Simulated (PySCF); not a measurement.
**Levels of Bi⁷²⁺ from EOM-EA-GCCSD**

Reference: closed-shell Bi⁷³⁺, [Ne]; one electron is added. Calculated with PySCF 2.14, two-component X2C-1e with screened spin-orbit coupling, an uncontracted even-tempered set (16 s from 15 bohr⁻², ratio 2.6; 14 p from 20 bohr⁻², ratio 2.6; 6 d from 20 bohr⁻², ratio 2.8; 3 f from 420 bohr⁻², ratio 2.8); frozen 1s2; the 50 highest virtual spinors dropped; of the others 52 kept and the rest restored at second order. No Breit or QED terms. Binding energies in eV.

| level | Koopmans | second order | EOM-CCSD |
| --- | --- | --- | --- |
| 3s1/2 | 9435.5 | 9436.4 | 9436.4 |
| 3p1/2 | 9243.5 | 9244.6 | 9244.6 |
| 3p3/2 | 8590.8 | 8591.7 | 8591.7 |
| 3d3/2 | 8370.9 | 8371.7 | 8371.7 |
| 3d5/2 | 8226.6 | 8227.3 | 8227.3 |

Electric-dipole lines between these computed levels:

```tsv
lower	upper	ΔE (eV)	vacuum wavelength (nm)
3s1/2	3p1/2	191.83	6.463
3s1/2	3p3/2	844.71	1.468
3p1/2	3d3/2	872.83	1.420
3p3/2	3d3/2	219.95	5.637
3p3/2	3d5/2	364.42	3.402
```

For comparison, the ionisation energy of Bi⁷²⁺ is 9430 ± 70 eV (theoretical estimate listed by NIST; NIST Atomic Spectra Database, ionization energies).

Only part of the computed levels is shown.
